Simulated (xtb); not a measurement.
xtb input (GFN2-xTB):

```bash
xtb mol.xyz --gfn 2 --sp --chrg 0 --uhf 0
```
mol.xyz:
```
2

Al    -0.00000000    -0.00000000    -1.22411171
Cl     0.00000000     0.00000000     0.93608542
```

Output:

```
           -------------------------------------------------
          |                Calculation Setup                |
           -------------------------------------------------

           -------------------------------------------------
          |                 G F N 2 - x T B                 |
           -------------------------------------------------

        Reference                      10.1021/acs.jctc.8b01176
      * Hamiltonian:
        H0-scaling (s, p, d)           1.850000    2.230000    2.230000
        zeta-weighting                 0.500000
      * Dispersion:
        s8                             2.700000
        a1                             0.520000
        a2                             5.000000
        s9                             5.000000
      * Repulsion:
        kExp                           1.500000    1.000000
        rExp                           1.000000
      * Coulomb:
        alpha                          2.000000
        third order                    shell-resolved
        anisotropic                    true
        a3                             3.000000
        a5                             4.000000
        cn-shift                       1.200000
        cn-exp                         4.000000
        max-rad                        5.000000

          ...................................................
          :                      SETUP                      :
          :.................................................:
          :  # basis functions                  20          :
          :  # atomic orbitals                  18          :
          :  # shells                            6          :
          :  # electrons                        10          :
          :  max. iterations                   250          :
          :  Hamiltonian                  GFN2-xTB          :
          :  restarted?                      false          :
          :  GBSA solvation                  false          :
          :  PC potential                    false          :
          :  electronic temp.          300.0000000     K    :
          :  accuracy                    1.0000000          :
          :  -> integral cutoff          0.2500000E+02      :
          :  -> integral neglect         0.1000000E-07      :
          :  -> SCF convergence          0.1000000E-05 Eh   :
          :  -> wf. convergence          0.1000000E-03 e    :
          :  Broyden damping             0.4000000          :
          :  net charge                          0          :
          :  unpaired electrons                  0          :
          ...................................................

 iter      E             dE          RMSdq      gap      omega  full diag
   1     -5.6279207 -0.562792E+01  0.167E+01    2.85       0.0  T
   2     -5.6300134 -0.209275E-02  0.126E+01    2.74       1.0  T
   3     -5.6253517  0.466177E-02  0.594E+00    2.61       1.0  T
   4     -5.6305280 -0.517630E-02  0.258E+00    2.52       1.0  T
   5     -5.6309158 -0.387887E-03  0.934E-01    2.66       1.0  T
   6     -5.6308350  0.808015E-04  0.268E+00    2.60       1.0  T
   7     -5.6309842 -0.149205E-03  0.765E-01    2.63       1.0  T
   8     -5.6309986 -0.143533E-04  0.918E-02    2.64       1.0  T
   9     -5.6309988 -0.224130E-06  0.388E-02    2.64       1.8  T
  10     -5.6309988 -0.172628E-07  0.196E-03    2.64      36.0  T
  11     -5.6309988 -0.742686E-10  0.258E-04    2.64     274.1  T
  12     -5.6309988 -0.157385E-11  0.687E-06    2.64   10295.2  T

   *** convergence criteria satisfied after 12 iterations ***

         #    Occupation            Energy/Eh            Energy/eV
      -------------------------------------------------------------
         1        2.0000           -1.0402420             -28.3064
         2        2.0000           -0.4517564             -12.2929
         3        2.0000           -0.4336468             -11.8001
         4        2.0000           -0.4336468             -11.8001
         5        2.0000           -0.3310194              -9.0075 (HOMO)
         6                         -0.2339030              -6.3648 (LUMO)
         7                         -0.2339030              -6.3648
         8                         -0.1841830              -5.0119
         9                         -0.1386660              -3.7733
        10                         -0.1386660              -3.7733
       ...                                ...                  ...
        18                          0.5971429              16.2491
      -------------------------------------------------------------
                  HL-Gap            0.0971164 Eh            2.6427 eV
             Fermi-level           -0.2824612 Eh           -7.6862 eV

 SCC (total)                   0 d,  0 h,  0 min,  0.004 sec
 SCC setup                      ...        0 min,  0.000 sec (  5.665%)
 Dispersion                     ...        0 min,  0.000 sec (  1.058%)
 classical contributions        ...        0 min,  0.000 sec (  0.947%)
 integral evaluation            ...        0 min,  0.001 sec ( 17.130%)
 iterations                     ...        0 min,  0.002 sec ( 55.301%)
 molecular gradient             ...        0 min,  0.001 sec ( 14.387%)
 printout                       ...        0 min,  0.000 sec (  4.985%)

         :::::::::::::::::::::::::::::::::::::::::::::::::::::
         ::                     SUMMARY                     ::
         :::::::::::::::::::::::::::::::::::::::::::::::::::::
         :: total energy              -5.626334677618 Eh    ::
         :: gradient norm              0.042461918193 Eh/a0 ::
         :: HOMO-LUMO gap              2.642671214114 eV    ::
         ::.................................................::
         :: SCC energy                -5.630998842082 Eh    ::
         :: -> isotropic ES            0.007322568036 Eh    ::
         :: -> anisotropic ES          0.000335633856 Eh    ::
         :: -> anisotropic XC         -0.003976232372 Eh    ::
         :: -> dispersion             -0.000915299270 Eh    ::
         :: repulsion energy           0.004664164464 Eh    ::
         :: add. restraining           0.000000000000 Eh    ::
         :: total charge               0.000000000000 e     ::
         :::::::::::::::::::::::::::::::::::::::::::::::::::::

           -------------------------------------------------
          |                Property Printout                |
           -------------------------------------------------

    * Orbital Energies and Occupations

         #    Occupation            Energy/Eh            Energy/eV
      -------------------------------------------------------------
         1        2.0000           -1.0402420             -28.3064
         2        2.0000           -0.4517564             -12.2929
         3        2.0000           -0.4336468             -11.8001
         4        2.0000           -0.4336468             -11.8001
         5        2.0000           -0.3310194              -9.0075 (HOMO)
         6                         -0.2339030              -6.3648 (LUMO)
         7                         -0.2339030              -6.3648
         8                         -0.1841830              -5.0119
         9                         -0.1386660              -3.7733
        10                         -0.1386660              -3.7733
        11                         -0.0684881              -1.8637
        12                         -0.0684881              -1.8637
        13                          0.0369593               1.0057
        14                          0.0393992               1.0721
        15                          0.0393992               1.0721
        16                          0.0548247               1.4919
Note: The following floating-point exceptions are signalling: IEEE_UNDERFLOW_FLAG IEEE_DENORMAL
normal termination of xtb
       ...                                ...                  ...
        18                          0.5971429              16.2491
      -------------------------------------------------------------
                  HL-Gap            0.0971164 Eh            2.6427 eV
             Fermi-level           -0.2824612 Eh           -7.6862 eV

     #   Z          covCN         q      C6AA      α(0)
     1  13 Al       0.765     0.245   373.981    50.424
     2  17 Cl       0.765    -0.245   106.740    15.804

 Mol. C6AA /au·bohr⁶  :        831.261508
 Mol. C8AA /au·bohr⁸  :      62463.154401
 Mol. α(0) /au        :         66.227883

Wiberg/Mayer (AO) data.
largest (>0.10) Wiberg bond orders for each atom

 ---------------------------------------------------------------------------
     #   Z sym  total        # sym  WBO       # sym  WBO       # sym  WBO
 ---------------------------------------------------------------------------
     1  13 Al   1.346 --     2 Cl   1.346
     2  17 Cl   1.346 --     1 Al   1.346
 ---------------------------------------------------------------------------

Topologies differ in total number of bonds
Writing topology from bond orders to xtbtopo.mol

molecular dipole:
                 x           y           z       tot (Debye)
 q only:        0.000       0.000      -1.001
   full:        0.000      -0.000      -0.583       1.481
molecular quadrupole (traceless):
                xx          xy          yy          xz          yz          zz
 q only:       -0.272       0.000      -0.272       0.000       0.000       0.545
  q+dip:       -0.525       0.000      -0.525      -0.000       0.000       1.051
   full:        0.836      -0.000       0.836      -0.000       0.000      -1.671

           -------------------------------------------------
          | TOTAL ENERGY               -5.626334677618 Eh   |
          | GRADIENT NORM               0.042461918193 Eh/α |
          | HOMO-LUMO GAP               2.642671214114 eV   |
           -------------------------------------------------

------------------------------------------------------------------------
------------------------------------------------------------------------
 total:
 SCF:
```
